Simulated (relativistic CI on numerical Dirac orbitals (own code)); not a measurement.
As²⁵⁺: computed level list

Method of calculation: Dirac-Coulomb-Breit CI, orbitals from a KLI potential per configuration, a model potential for QED, unscaled Slater integrals (own radial code, finite nucleus).

CI space (outside the closed core 1s2): 2s2 2p4, 2s 2p5, 2p6, 2p5 3s, 2p5 3p, 2p5 3d, 2s2 2p3 3s, 2s2 2p3 3p, 2s2 2p3 3d, 2s 2p4 3s, 2s 2p4 3p, 2s 2p4 3d, 2s2 2p3 4s, 2s2 2p3 4p, 2s2 2p3 4d, 2s2 2p3 4f. Levels of other configurations are missing.

The lowest level is 2s2 2p4 3P_2, with 82 % of that term; Hund's rules for 2s2 2p4 give 3P with J = 2, in agreement.

| No. | Configuration | Term | J | E (eV) | % | Lifetime (s) | jj configuration (%) |
| --- | --- | --- | --- | --- | --- | --- | --- |
| 1 | 2s2 2p4 | 3P | 2 | 0.00 | 82 |  | 2p3/2^2 (97) |
| 2 | 2s2 2p4 | 3P | 0 | 16.79 | 58 | 2.62e-01 | 2p3/2^2 (93) |
| 3 | 2s2 2p4 | 3P | 1 | 34.86 | 100 | 2.28e-06 | 2p1/2 2p3/2^3 (100) |
| 4 | 2s2 2p4 | 1D | 2 | 46.88 | 82 | 3.07e-06 | 2p1/2 2p3/2^3 (97) |
| 5 | 2s2 2p4 | 1S | 0 | 89.95 | 57 | 5.04e-07 | 2p3/2^4 (93) |
| 6 | 2s 2p5 | 3P° | 2 | 174.88 | 100 | 1.16e-11 | 2s 2p3/2^3 (100) |
| 7 | 2s 2p5 | 3P° | 1 | 193.29 | 86 | 7.49e-12 | 2s 2p3/2^3 (71) |
| 8 | 2s 2p5 | 3P° | 0 | 213.64 | 100 | 8.58e-12 | 2s 2p1/2 2p3/2^4 (100) |
| 9 | 2s 2p5 | 1P° | 1 | 245.17 | 86 | 3.62e-12 | 2s 2p1/2 2p3/2^4 (71) |
| 10 | 2p6 | 1S | 0 | 400.09 | 98 | 3.27e-12 | closed (98) |
| 11 | 2p3(4S°) 3s | 5S° | 2 | 1468.38 | 62 | 6.93e-13 | 2p3/2 3s (82) |
| 12 | 2p3(4S°) 3s | 3S° | 1 | 1474.67 | 50 | 1.17e-13 | 2p3/2 3s (90) |
| 13 | 2p3(2D°) 3s | 3D° | 2 | 1502.45 | 45 | 2.91e-13 | 2p1/2 2p3/2^2 3s (84) |
| 14 | 2p3(2D°) 3s | 3D° | 1 | 1505.17 | 56 | 1.45e-13 | 2p1/2 2p3/2^2 3s (92) |
| 15 | 2p3(4S°) 3p | 5P | 1 | 1508.38 | 50 | 3.93e-11 | 2p3/2 3p1/2 (84) |
| 16 | 2p3(4S°) 3p | 5P | 2 | 1509.29 | 43 | 4.66e-11 | 2p3/2 3p1/2 (79) |
| 17 | 2p3(2D°) 3s | 3D° | 3 | 1513.08 | 99 | 2.55e-13 | 2p1/2 2p3/2^2 3s (99) |
| 18 | 2p3(2D°) 3s | 1D° | 2 | 1516.34 | 67 | 1.33e-13 | 2p1/2 2p3/2^2 3s (99) |
| 19 | 2p3(4S°) 3p | 5P | 3 | 1518.54 | 62 | 4.59e-11 | 2p3/2 3p3/2 (82) |
| 20 | 2p3(4S°) 3p | 3P | 1 | 1520.21 | 46 | 2.29e-11 | 2p3/2 3p3/2 (89) |
| 21 | 2p3(2P°) 3s | 3P° | 0 | 1527.41 | 98 | 3.01e-13 | 2p1/2 2p3/2^2 3s (98) |
| 22 | 2p3(4S°) 3p | 3P | 2 | 1527.88 | 35 | 3.18e-11 | 2p3/2 3p3/2 (67) |
| 23 | 2p3(2P°) 3s | 3P° | 1 | 1528.90 | 68 | 1.86e-13 | 2p1/2 2p3/2^2 3s (98) |
| 24 | 2p3(4S°) 3p | 3P | 0 | 1534.07 | 93 | 1.14e-11 | 2p3/2 3p3/2 (61) |
| 25 | 2p3(2D°) 3p | 3D | 1 | 1540.48 | 26 | 2.57e-11 | 2p1/2 2p3/2^2 3p1/2 (85) |
| 26 | 2p3(2D°) 3p | 3F | 2 | 1545.08 | 35 | 7.41e-11 | 2p1/2 2p3/2^2 3p1/2 (88) |
| 27 | 2p3(2D°) 3p | 3D | 2 | 1551.54 | 41 | 2.42e-11 | 2p1/2 2p3/2^2 3p3/2 (84) |
| 28 | 2p3(2D°) 3p | 3F | 3 | 1551.95 | 67 | 6.03e-11 | 2p1/2 2p3/2^2 3p3/2 (56) |
| 29 | 2p3(2D°) 3p | 1F | 3 | 1553.73 | 47 | 2.61e-11 | 2p1/2 2p3/2^2 3p1/2 (63) |
| 30 | 2p3(2D°) 3p | 3P | 0 | 1556.63 | 93 | 6.40e-12 | 2p1/2 2p3/2^2 3p3/2 (66) |
| 31 | 2p3(2P°) 3s | 3P° | 2 | 1557.22 | 59 | 2.13e-13 | 2p3/2^3 3s (94) |
| 32 | 2p3(2D°) 3p | 3D | 1 | 1557.24 | 44 | 2.51e-11 | 2p1/2 2p3/2^2 3p3/2 (77) |
| 33 | 2p3(2P°) 3s | 1P° | 1 | 1559.75 | 46 | 1.37e-13 | 2p3/2^3 3s (95) |
| 34 | 2p3(2D°) 3p | 3D | 3 | 1562.50 | 57 | 4.08e-11 | 2p1/2 2p3/2^2 3p3/2 (96) |
| 35 | 2p3(2D°) 3p | 3F | 4 | 1563.51 | 100 | 6.07e-11 | 2p1/2 2p3/2^2 3p3/2 (100) |
| 36 | 2p3(4S°) 3d | 5D° | 2 | 1566.25 | 43 | 6.48e-13 | 2p3/2 3d3/2 (86) |
| 37 | 2p3(2D°) 3p | 3P | 2 | 1566.34 | 71 | 2.86e-12 | 2p1/2 2p3/2^2 3p1/2 (85) |
| 38 | 2p3(4S°) 3d | 5D° | 3 | 1566.73 | 53 | 1.72e-12 | 2p3/2 3d3/2 (59) |
| 39 | 2p3(4S°) 3d | 5D° | 0 | 1567.73 | 65 | 1.99e-12 | 2p3/2 3d3/2 (79) |
| 40 | 2p3(4S°) 3d | 5D° | 1 | 1567.83 | 65 | 2.13e-13 | 2p3/2 3d3/2 (76) |
| 41 | 2p3(2P°) 3p | 3D | 1 | 1568.22 | 48 | 8.48e-12 | 2p1/2 2p3/2^2 3p1/2 (63) |
| 42 | 2p3(4S°) 3d | 5D° | 4 | 1568.75 | 63 | 1.38e-10 | 2p3/2 3d5/2 (81) |
| 43 | 2p3(2D°) 3p | 3P | 1 | 1571.37 | 52 | 4.66e-12 | 2p1/2 2p3/2^2 3p3/2 (75) |
| 44 | 2p3(4S°) 3d | 3D° | 2 | 1573.29 | 41 | 7.20e-14 | 2p3/2 3d5/2 (85) |
| 45 | 2p3(2D°) 3p | 1D | 2 | 1577.84 | 51 | 6.19e-12 | 2p1/2 2p3/2^2 3p3/2 (95) |

Energies count from the lowest computed level; ° marks odd parity; lifetimes are radiative, by E1, M1, E2, M2 decay to levels of this space only. Percentages are summed over parent terms; the parents shown are those of the largest component, closed shells are left out there. Filled j subshells are mostly left out of the jj labels.

The mean weight of the leading LS term, summed over parents, in these 45 levels is 64 %, and that of the leading jj configuration (from the same eigenvectors) 85 %, so jj coupling describes them better and the LS labels are nominal.

At this charge energies of transitions that change n are usually good to better than 1 %, and those within a shell (Δn = 0) to a few per cent.

LS names give the leading component of a level, which can be under half, so a name can repeat, a term be missing and a line seem to break the LS rules.
